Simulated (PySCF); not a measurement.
# BiF: from constants to spectrum

UHF-CCSD(T) constants of BiF, ³Σ⁻ (triplet), unpaired electrons π ↑↑ (Bi def2-SVP with ECP60, F def2-SVP; scalar-relativistic core potentials (PySCF 2.14); masses 208.9804 and 18.9984 u):

* ωe: 563.9 cm⁻¹
* ωexe: 2.52 cm⁻¹
* Be: 0.22912 cm⁻¹
* αe: 0.00134 cm⁻¹
* D (centrifugal): 1.51e-07 cm⁻¹
* De to Bi + F: 3.03 eV

Task: Give the vibrational terms G(v) and spacings up to v = 3.

Result: G(v) = ωe(v+½) − ωexe(v+½)².

| v | G(v) (cm⁻¹) | G(v) − G(v−1) | Bv (cm⁻¹) |
| --- | --- | --- | --- |
| 0 | 281 |  | 0.2284 |
| 1 | 840 | 559 | 0.2271 |
| 2 | 1394 | 554 | 0.2258 |
| 3 | 1943 | 549 | 0.2244 |

Task: How well does the Morse estimate ωe²/(4ωexe) reproduce De, and what is D0?

Result: It gives 3.91 eV, 129 % of the computed De. D0 = De − G(0) = 3.03 − 0.03 = 3.00 eV.

Correlated steps freeze 5 core orbitals. Correlated levels converge slowly with the basis: in double zeta they bind strong bonds too weakly, by up to about 1 eV, and carry superposition errors of some tenths. These are scalar-relativistic numbers at best; spin–orbit coupling would shift them, the dissociation energy most. The state is the lowest determinant that a PBE0 search found; another state may lie lower at other levels.
